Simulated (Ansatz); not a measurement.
C$_{4}$H$_{9}$NO (SMILES CC(=O)N(C)C), singlet, geometry from GFN2-xTB; PBE/6-31G (Ansatz, an electronic-structure program).

The Ansatz input:
Ansatz 0.2 input:
```yaml
crystal:
  periodic: [false, false, false]
  atoms:
    - {symbol: C, position_ang: [-1.67732196, -0.50074772, -0.65125544]}
    - {symbol: N, position_ang: [-0.57422778, -0.00792134, 0.14175086]}
    - {symbol: C, position_ang: [-0.86869143, 0.33280828, 1.51208061]}
    - {symbol: C, position_ang: [0.67424499, -0.00386145, -0.38905005]}
    - {symbol: C, position_ang: [1.78455202, 0.44966916, 0.53412904]}
    - {symbol: O, position_ang: [0.88585823, -0.33651426, -1.53961564]}
    - {symbol: H, position_ang: [-2.44944444, 0.26546260, -0.74932265]}
    - {symbol: H, position_ang: [-1.29193779, -0.75297076, -1.63723256]}
    - {symbol: H, position_ang: [-2.11223673, -1.39244003, -0.19336541]}
    - {symbol: H, position_ang: [-0.34513720, 1.23939610, 1.81400081]}
    - {symbol: H, position_ang: [-0.59346284, -0.47578459, 2.19769932]}
    - {symbol: H, position_ang: [-1.93881019, 0.51078421, 1.60496050]}
    - {symbol: H, position_ang: [2.72960926, 0.32720761, 0.01256754]}
    - {symbol: H, position_ang: [1.66052237, 1.49927813, 0.79283406]}
    - {symbol: H, position_ang: [1.79692460, -0.14057928, 1.44710246]}
basis:
  gaussian:
    orbitals: 6-31G
    final_grid: {core_spheres: 10, valence_spheres: 20, degree: 41}
hamiltonian:
  xc: pbe
```

What does Ansatz print? Leave out banner, timings and long lists.


```
Functional definition: PBE
1003 factors; integrals over basis functions are off by at most 1.9e-4 eV
mean field evaluation 1: about -7808.6066 eV, gradient 7.2e1 eV
mean field evaluation 2: about -7789.6823 eV, gradient 1.2e2 eV
mean field evaluation 4: about -7819.9696 eV, gradient 7.9e0 eV
mean field evaluation 8: about -7820.0736 eV, gradient 7.3e-1 eV
mean field evaluation 16: about -7820.0748 eV, gradient 1.2e-5 eV
mean field -7820.07484653 eV, -287.3824499730 hartree, gradient 1.7e-5 eV, S^2 0.000000; 0 other end points of the search recorded, 0 dependent functions left out
reference -7820.07487298 eV, -287.3824509449 hartree; 24, 24 occupied and 48, 48 virtual orbitals, 1003 factors
Total energy: -7820.07487298 eV, -287.3824509449 hartree
```
